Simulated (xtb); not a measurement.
dilithium (Li₂), singlet, geometry from GFN2-xTB (such geometries of metal compounds can be far from the true shape); GFN1-xTB in xtb.

xtb was given this input:
```
$ xtb mol.xyz --gfn 1 --acc 1000 --json

# file mol.xyz
2

Li    -0.00000000    -0.00000000    -1.14955939
Li     0.00000000     0.00000000     1.14955939
```

It wrote (shortened):

```
   ID    Z sym.   atoms
    1    3 Li     1, 2

           -------------------------------------------------
          |                Calculation Setup                |
           -------------------------------------------------

           -------------------------------------------------
          |                 G F N 1 - x T B                 |
           -------------------------------------------------

          ...................................................
          :                      SETUP                      :
          :.................................................:
          :  # basis functions                   8          :
          :  # atomic orbitals                   8          :
          :  # shells                            4          :
          :  # electrons                         2          :
          :  # halogen bonds                     0          :
          :  max. iterations                   250          :
          :  Hamiltonian                  GFN1-xTB          :
          :  restarted?                      false          :
          :  GBSA solvation                  false          :
          :  PC potential                    false          :
          :  electronic temp.          300.0000000     K    :
          :  accuracy                 1000.0000000          :
          :  -> integral cutoff          0.2000000E+02      :
          :  -> integral neglect         0.1000000E-04      :
          :  -> SCF convergence          0.1000000E-02 Eh   :
          :  -> wf. convergence          0.2000000E-01 e    :
          :  Broyden damping             0.4000000          :
          :  net charge                          0          :
          :  unpaired electrons                  0          :
          ...................................................

 iter      E             dE          RMSdq      gap      omega  full diag
   1     -0.7093183 -0.709318E+00  0.231E+00    1.88       0.0  T
   2     -0.7093183 -0.109015E-07  0.138E+00    1.88       1.0  T
   3     -0.7093183 -0.611933E-08  0.834E-05    1.88     848.3  T
   4     -0.7093183 -0.111022E-15  0.144E-11    1.88  100000.0  T

   *** convergence criteria satisfied after 4 iterations ***

         :::::::::::::::::::::::::::::::::::::::::::::::::::::
         ::                     SUMMARY                     ::
         :::::::::::::::::::::::::::::::::::::::::::::::::::::
         :: total energy              -0.705543223161 Eh    ::
         :: gradient norm              0.003594584034 Eh/a0 ::
         :: HOMO-LUMO gap              1.877935912166 eV    ::
         ::.................................................::
         :: SCC energy                -0.709318332497 Eh    ::
         :: -> electrostatic           0.000019613778 Eh    ::
         :: repulsion energy           0.003960593683 Eh    ::
         :: dispersion energy         -0.000185484348 Eh    ::
         :: halogen bond corr.         0.000000000000 Eh    ::
         :: add. restraining           0.000000000000 Eh    ::
         :: total charge              -0.000000000000 e     ::
         :::::::::::::::::::::::::::::::::::::::::::::::::::::

           -------------------------------------------------
          |                Property Printout                |
           -------------------------------------------------

    * Orbital Energies and Occupations

         #    Occupation            Energy/Eh            Energy/eV
      -------------------------------------------------------------
         1        2.0000           -0.3565668              -9.7027 (HOMO)
         2                         -0.2875539              -7.8247 (LUMO)
         3                         -0.2778247              -7.5600
         4                         -0.2778247              -7.5600
         5                          0.0096953               0.2638
         6                          0.2713411               7.3836
         7                          0.2713411               7.3836
         8                          3.7894697             103.1167
      -------------------------------------------------------------
                  HL-Gap            0.0690129 Eh            1.8779 eV
             Fermi-level           -0.3220604 Eh           -8.7637 eV

  Mulliken/CM5 charges         n(s)   n(p)   n(d)
     1Li    0.00000  0.00000   0.837  0.163  0.000
     2Li   -0.00000 -0.00000   0.837  0.163  0.000

Wiberg/Mayer (AO) data.
largest (>0.10) Wiberg bond orders for each atom

 ---------------------------------------------------------------------------
     #   Z sym  total        # sym  WBO       # sym  WBO       # sym  WBO
 ---------------------------------------------------------------------------
     1   3 Li   1.000 --     2 Li   1.000
     2   3 Li   1.000 --     1 Li   1.000
 ---------------------------------------------------------------------------

Topologies differ in total number of bonds
Writing topology from bond orders to xtbtopo.mol

 dipole moment from electron density (au)
     X       Y       Z
  -0.0000  -0.0000  -0.0000  total (Debye):    0.000

           -------------------------------------------------
          | TOTAL ENERGY               -0.705543223161 Eh   |
          | GRADIENT NORM               0.003594584034 Eh/α |
          | HOMO-LUMO GAP               1.877935912166 eV   |
           -------------------------------------------------

normal termination of xtb
```
